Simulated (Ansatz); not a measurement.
Steps of a relaxation of CH$_{6}$GeN, SMILES `[CH3][GeH][NH2]` radical with UKS PBE0-D4/def2-TZVP.

```sh
$ ansatz run in.yaml --threads 4 --pin off --events-out ev --progress --plain --max-ram 10444MiB
```

```yaml
crystal:
  periodic: [false, false, false]
  atoms:
    - {symbol: C, position_ang: [-0.756013, 0.951719, -0.729139]}
    - {symbol: Ge, position_ang: [0.937329, 0.171394, -0.041044]}
    - {symbol: N, position_ang: [0.414508, -1.191092, 1.131777]}
    - {symbol: H, position_ang: [-1.384653, 0.140917, -1.149919]}
    - {symbol: H, position_ang: [-0.532964, 1.691684, -1.521973]}
    - {symbol: H, position_ang: [-1.314507, 1.459741, 0.081083]}
    - {symbol: H, position_ang: [1.657654, -0.610182, -1.205250]}
    - {symbol: H, position_ang: [1.183441, -1.785245, 1.464742]}
    - {symbol: H, position_ang: [-0.116395, -0.875136, 1.952622]}
basis:
  gaussian: {orbitals: def2-TZVP}
magnetization: {spin_polarized: true, initial_magnetization: 1}
hamiltonian: {xc: pbe0, dispersion: d4}
relax: {f_tol: 0.005, max_steps: 150}
```

Positions (Å) and forces (eV/Å) along the path, 7 of 7 steps:

```xyz
9
step=1 energy=-59133.3974 eV
C    -0.756    0.952   -0.729   -0.189    0.162   -0.056
Ge    0.937    0.171   -0.041   -0.373   -0.424   -0.120
N     0.415   -1.191    1.132    0.278    0.123    0.522
H    -1.385    0.141   -1.150    0.331    0.384    0.211
H    -0.533    1.692   -1.522   -0.122   -0.361    0.385
H    -1.315    1.460    0.081    0.277   -0.251   -0.398
H     1.658   -0.610   -1.205   -0.059    0.163    0.208
H     1.183   -1.785    1.465   -0.478    0.384   -0.222
H    -0.116   -0.875    1.953    0.333   -0.180   -0.530
9
step=2 energy=-59133.4323 eV
C    -0.756    0.950   -0.726   -0.023   -0.012   -0.034
Ge    0.917    0.146   -0.059   -0.107   -0.082    0.074
N     0.411   -1.192    1.131    0.122    0.097    0.123
H    -1.380    0.153   -1.147    0.056    0.122    0.047
H    -0.538    1.689   -1.505   -0.025   -0.114    0.112
H    -1.303    1.446    0.083    0.097   -0.085   -0.103
H     1.672   -0.607   -1.200   -0.051    0.028    0.043
H     1.178   -1.765    1.468   -0.138    0.091   -0.092
H    -0.113   -0.866    1.938    0.069   -0.044   -0.169
9
step=3 energy=-59133.4363 eV
C    -0.752    0.941   -0.724    0.018    0.003    0.013
Ge    0.916    0.151   -0.054   -0.033   -0.028   -0.021
N     0.411   -1.181    1.126    0.045    0.035    0.020
H    -1.381    0.153   -1.143   -0.003   -0.022   -0.003
H    -0.534    1.676   -1.498    0.001    0.031   -0.022
H    -1.288    1.434    0.085   -0.034    0.027    0.020
H     1.661   -0.601   -1.194    0.034   -0.011   -0.016
H     1.170   -1.759    1.459    0.012   -0.036   -0.005
H    -0.117   -0.860    1.926   -0.041    0.002    0.013
9
step=4 energy=-59133.4369 eV
C    -0.753    0.943   -0.725    0.007   -0.011    0.004
Ge    0.915    0.148   -0.058   -0.001   -0.005    0.006
N     0.415   -1.181    1.129    0.025    0.025    0.016
H    -1.382    0.155   -1.143   -0.010   -0.008   -0.006
H    -0.535    1.679   -1.499    0.004    0.011   -0.009
H    -1.291    1.437    0.085   -0.008    0.008    0.010
H     1.667   -0.603   -1.195    0.002   -0.005   -0.004
H     1.173   -1.761    1.462   -0.003   -0.013   -0.010
H    -0.120   -0.863    1.926   -0.016   -0.003   -0.007
9
step=5 energy=-59133.4371 eV
C    -0.753    0.943   -0.724   -0.002   -0.006    0.000
Ge    0.916    0.148   -0.059    0.006    0.001    0.004
N     0.418   -1.178    1.130    0.010    0.011    0.012
H    -1.383    0.155   -1.142   -0.003   -0.001   -0.002
H    -0.536    1.679   -1.499    0.001    0.002   -0.001
H    -1.291    1.437    0.086    0.001    0.000    0.002
H     1.668   -0.605   -1.196   -0.005   -0.002    0.001
H     1.173   -1.762    1.463   -0.007   -0.002   -0.006
H    -0.123   -0.864    1.924   -0.002   -0.004   -0.010
9
step=6 energy=-59133.4372 eV
C    -0.753    0.942   -0.724    0.002    0.008   -0.001
Ge    0.918    0.149   -0.061    0.000    0.001    0.000
N     0.421   -1.173    1.132    0.000    0.000    0.000
H    -1.380    0.155   -1.147   -0.002   -0.003   -0.001
H    -0.537    1.683   -1.495   -0.001   -0.003    0.002
H    -1.292    1.431    0.088    0.000   -0.002    0.000
H     1.665   -0.609   -1.197    0.000   -0.001    0.000
H     1.171   -1.764    1.463    0.000    0.000    0.000
H    -0.124   -0.861    1.924    0.000    0.000    0.000
9
step=7 energy=-59133.4372 eV
C    -0.753    0.942   -0.724   -0.001    0.000    0.000
Ge    0.918    0.149   -0.061    0.000    0.000    0.000
N     0.421   -1.173    1.132    0.000   -0.001    0.000
H    -1.380    0.155   -1.147    0.000    0.000    0.000
H    -0.537    1.684   -1.494    0.000    0.000    0.000
H    -1.292    1.430    0.088    0.000    0.000    0.000
H     1.665   -0.609   -1.198    0.000    0.000    0.001
H     1.171   -1.763    1.464    0.000    0.000    0.000
H    -0.125   -0.861    1.923   -0.001    0.001    0.000
```

Run time 20 s (4 threads of an Arm Neoverse V1 on a shared host); peak host memory 0.42 GiB.
